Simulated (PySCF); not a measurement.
## What went wrong, or what changed?

The sound run of [La(HCN)]3+ (singlet) uses PySCF 2.14.0, RKS PBE0, La lcecp-1-SVP with ECP46, N def2-SVP, C def2-SVP, H def2-SVP; non-relativistic Hamiltonian with scalar-relativistic core potentials where named; density fitting; no spin-orbit coupling, grid (50, 194), threshold 1e-8 and 55 cycles at the relaxed geometry. This run, with dm0 from free metal ions and neutral atoms, differs:

```python
mol = gto.M(atom='''
La     0.00000     0.00000    -0.34781
N      0.00000     0.00000     2.02040
C     -0.00000    -0.00000     3.18463
H      0.00000    -0.00000     4.29689''',
    basis={'La': 'lcecp-1-SVP', 'N': 'def2-SVP', 'C': 'def2-SVP', 'H': 'def2-SVP'},
    ecp={'La': 'lcecp-1-SVP'},
    charge=3, spin=0)
mf = dft.RKS(mol, xc='PBE0')
mf.grids.atom_grid = (50, 194)  # f atoms: unpruned, at least (60, 302)
mf = mf.density_fit()  # fitting sets: La AutoAux, N def2-universal-JKFIT, C def2-universal-JKFIT, H def2-universal-JKFIT
mf.conv_tol = 1e-08; mf.max_cycle = 8
mf.kernel(dm0)
```

Problem. What was changed, and how did it end?

Solution. The cycle limit was cut. The SCF did not converge. It was all but converged: the last energy is already the sound run's, only the stopping test failed.
```
init E= -115.019367755133
cycle= 1 E= -122.287439862558  delta_E= -7.27  |g|= 2.29  |ddm|=  2.9
cycle= 2 E= -114.022201123465  delta_E= 8.27  |g|= 3.22  |ddm|= 5.09
cycle= 3 E= -123.130092189293  delta_E= -9.11  |g|= 1.16  |ddm|= 4.83
cycle= 4 E= -123.305146754762  delta_E= -0.175  |g|= 1.08  |ddm|= 1.63
cycle= 5 E= -123.559345083105  delta_E= -0.254  |g|= 0.213  |ddm|= 0.742
cycle= 6 E= -123.572777065887  delta_E= -0.0134  |g|= 0.0603  |ddm|= 0.276
cycle= 7 E= -123.573709538159  delta_E= -0.000932  |g|= 0.00848  |ddm|= 0.0721
cycle= 8 E= -123.573731904716  delta_E= -2.24e-05  |g|= 0.00122  |ddm|= 0.0124
SCF not converged.
```

Run from Python with OMP_NUM_THREADS=2; the lines above give its settings.
It took 0.3 s on 2 threads of AMD EPYC 9B45 (Zen 5), on a shared host.
